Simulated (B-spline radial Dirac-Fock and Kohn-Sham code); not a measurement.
Elastic and transport cross sections of technetium for electrons

Method: relativistic (Dirac) partial waves in the static field of the Dirac-Fock atom with Furness-McCarthy exchange, without polarisation or absorption potentials. Computed with a B-spline atomic structure program. σ_tr1 and σ_tr2 weight the cross section with 1 − P₁ and 1 − P₂ of cos θ; "backward" is the share scattered beyond 90°.

```
energy (eV)  σ (a₀²)  σ_tr1 (a₀²)  σ_tr2 (a₀²)  σ/σ_tr1  backward (%)
      33600     1.04       0.0100       0.0231      104          0.12
      36000    0.992      0.00896       0.0207      111          0.11
      44500    0.849      0.00631       0.0149      135         0.086
      47800    0.806      0.00561       0.0133      144         0.079
      50000    0.779      0.00520       0.0124      150         0.074
     100000        ?            ?            ?        ?             ?
     118000    0.426      0.00126      0.00316      339         0.024
     124000    0.412      0.00116      0.00292      356         0.022
     156000    0.356     0.000797      0.00203      447         0.016
     200000    0.308     0.000534      0.00138      577         0.011
     300000    0.251     0.000282     0.000741      889        0.0062
```

Question: Fill in the row for 100 keV.

Answer: σ = 0.476 a₀², σ_tr1 = 0.00165 a₀², σ_tr2 = 0.00411 a₀², σ/σ_tr1 = 288, backward 0.030 %. The ratio σ/σ_tr1 is roughly the number of elastic collisions that randomise the direction.
